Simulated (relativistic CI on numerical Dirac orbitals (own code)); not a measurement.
# Mo³⁰⁺: computed level list

These numbers are calculated, not measured: Dirac-Coulomb-Breit CI, orbitals from a KLI potential per configuration, QED by a radiative potential, unscaled Slater integrals (own radial code, finite nucleus).

Configuration list (outside the closed core [Ne]): 3s2, 3s 3p, 3p2, 3s 3d, 3d2, 3p 3d, 3p 4s, 3d 4s, 3s 4s, 3s 4p, 3s 4d, 3s 4f, 3s 5s, 3s 5p, 3s 5d, 4s2. Levels of other configurations are missing.

```
No.  Configuration  Term  J   E (Ry)    %  Next component (%)  Landé g
  1            3s2    1S  0    0.000   98            2 3p2 1S         
  2          3s 3p   3P°  0    4.430  100                             
  3          3s 3p   3P°  1    4.778   91               9 1P°    1.450
  4          3s 3p   3P°  2    6.347  100                        1.497
  5          3s 3p   1P°  1    7.904   89               9 3P°    1.043
  6            3p2    3P  0   10.680   81               18 1S         
  7            3p2    1D  2   12.125   59               27 3P    1.133
  8            3p2    3P  1   12.188  100                        1.498
  9            3p2    3P  2   13.852   66         18 3s 3d 1D    1.337
 10          3s 3d    3D  1   14.091  100                        0.496
 11          3s 3d    3D  2   14.250   95            3 3p2 3P    1.168
 12          3s 3d    3D  3   14.479  100                        1.330
 13            3p2    1S  0   15.231   78               19 3P         
 14          3s 3d    1D  2   15.974   68           27 3p2 1D    1.015
 15          3p 3d   3F°  2   18.867   78              19 1D°    0.743
 16          3p 3d   3F°  3   19.722   81              12 3D°    1.105
 17          3p 3d   3P°  2   19.876   38              29 1D°    1.209
 18          3p 3d   3D°  1   20.016   67              20 3P°    0.761
 19          3p 3d   3F°  4   21.156  100                        1.247
 20          3p 3d   1D°  2   21.164   41              39 3D°    1.034
 21          3p 3d   3D°  3   21.574   74              17 3F°    1.259
 22          3p 3d   3P°  0   21.618  100                             
 23          3p 3d   3P°  1   21.632   74              25 3D°    1.238
 24          3p 3d   3P°  2   21.797   56              33 3D°    1.333
 25          3p 3d   1F°  3   22.801   85              14 3D°    1.043
 26          3p 3d   1P°  1   23.126   85               8 3D°    0.991
 27            3d2    3F  2   28.517   93                6 1D    0.686
 28            3d2    3F  3   28.812  100                        1.080
 29            3d2    3F  4   29.075   93                7 1G    1.230
 30            3d2    3P  0   29.287   95                4 1S         
 31            3d2    1D  2   29.350   50               44 3P    1.203
 32            3d2    3P  1   29.448  100                        1.498
 33            3d2    1G  4   29.695   93                7 3F    1.014
 34            3d2    3P  2   29.795   55               43 1D    1.267
 35            3d2    1S  0   31.179   94                4 3P         
 36          3s 4s    3S  1   58.710  100                        1.999
 37          3s 4s    1S  0   59.242  100                             
 38          3s 4p   3P°  0   61.021   99         1 3p 4s 3P°         
 39          3s 4p   3P°  1   61.052   70              29 1P°    1.347
 40          3s 4p   1P°  1   61.779   65              29 3P°    1.151
 41          3s 4p   3P°  2   61.787  100                        1.498
 42          3p 4s   3P°  0   64.084   99         1 3s 4p 3P°         
 43          3p 4s   3P°  1   64.232   73              23 1P°    1.369
 44          3s 4d    3D  1   64.533  100                        0.498
 45          3s 4d    3D  2   64.561   83               17 1D    1.135
 46          3s 4d    3D  3   64.700  100                        1.332
 47          3s 4d    1D  2   64.780   82               17 3D    1.028
 48          3p 4s   3P°  2   66.033  100                        1.498
 49          3s 4f   3F°  2   66.261  100                        0.665
 50          3p 4s   1P°  1   66.285   72              25 3P°    1.122
 51          3s 4f   3F°  3   66.286   99               1 1F°    1.081
 52          3s 4f   3F°  4   66.326  100                        1.248
 53          3s 4f   1F°  3   66.669   99               1 3F°    0.999
 54          3d 4s    3D  1   72.922  100                        0.495
 55          3d 4s    3D  2   72.969   75               25 1D    1.122
 56          3d 4s    3D  3   73.321  100                        1.331
 57          3d 4s    1D  2   73.423   75               25 3D    1.038
 58          3s 5s    3S  1   84.475  100                        1.999
 59          3s 5s    1S  0   84.661  100                             
 60          3s 5p   3P°  0   85.616  100                             
 61          3s 5p   3P°  1   85.638   75              25 1P°    1.372
 62          3s 5p   3P°  2   85.994  100                        1.499
 63          3s 5p   1P°  1   86.049   75              25 3P°    1.126
 64          3s 5d    3D  1   87.316  100                        0.499
 65          3s 5d    3D  2   87.332   84               16 1D    1.139
 66          3s 5d    3D  3   87.402  100                        1.332
 67          3s 5d    1D  2   87.450   84               16 3D    1.025
 68            4s2    1S  0  118.816  100
```

Energies count from the lowest computed level; ° marks odd parity.

The mean weight of the leading LS term, summed over parents, in these 68 levels is 87 %, and that of the leading jj configuration (from the same eigenvectors) 91 %.

At this charge energies of transitions that change n are usually good to better than 1 %, and those within a shell (Δn = 0) to a few per cent.

LS names give the leading component of a level, which can be under half, so a name can repeat, a term be missing and a line seem to break the LS rules.
